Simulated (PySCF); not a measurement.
Ionisation energy of W by level of theory

W [Xe] 4f14 5d4 6s2 (5D) → W⁺ [Xe] 4f14 5d4 6s1 (6D), as a difference of total energies. All numbers are calculated (PySCF 2.14, a scalar-relativistic core potential, in aug-cc-pVDZ-PP with ECP60MDF (5s5p4d2f, 54 functions)). Correlated levels: valence: 5s2 5p6 frozen. The calculations carry no spin-orbit coupling.

Order these methods by the ionisation energy they give, lowest first.
A. UHF
B. PBE
C. wB97X-V
D. SCS-MP2 (valence)

A (5.909 eV), D (7.380 eV), B (7.525 eV), C (7.552 eV).

Errors of the correlated levels include the incompleteness of this basis and the frozen core.

MP2 underrates the near-degeneracy of ns² with np² in the lower species.

For comparison: 7.825 eV (measured; NIST levels, between the centres of gravity of the two terms).
